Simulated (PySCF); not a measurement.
**Removal energies of Kr²⁶⁺ from EOM-IP-GCCSD**

Reference: closed-shell Kr²⁶⁺, [Ne]; one electron is removed. Calculated with PySCF 2.14, two-component X2C-1e with screened spin-orbit coupling, an uncontracted even-tempered set (18 s from 1.9 bohr⁻², ratio 2.6; 13 p from 2.5 bohr⁻², ratio 2.6; 6 d from 2.6 bohr⁻², ratio 2.8; 3 f from 68 bohr⁻², ratio 2.8); frozen 1s2; the 56 highest virtual spinors dropped; of the others 44 kept and the rest restored at second order. No Breit or QED terms. Binding energies in eV.

| level | Koopmans | second order | EOM-CCSD |
| --- | --- | --- | --- |
| 2s1/2 | 3167.2 | 3164.2 | 3164.2 |
| 2p1/2 | 2986.2 | 2984.1 | 2984.2 |
| 2p3/2 | 2929.3 | 2927.4 | 2927.5 |

For comparison, the ionisation energy of Kr²⁶⁺ is 2928.9 ± 1.7 eV (semi-empirical (NIST evaluation); NIST Atomic Spectra Database, ionization energies).
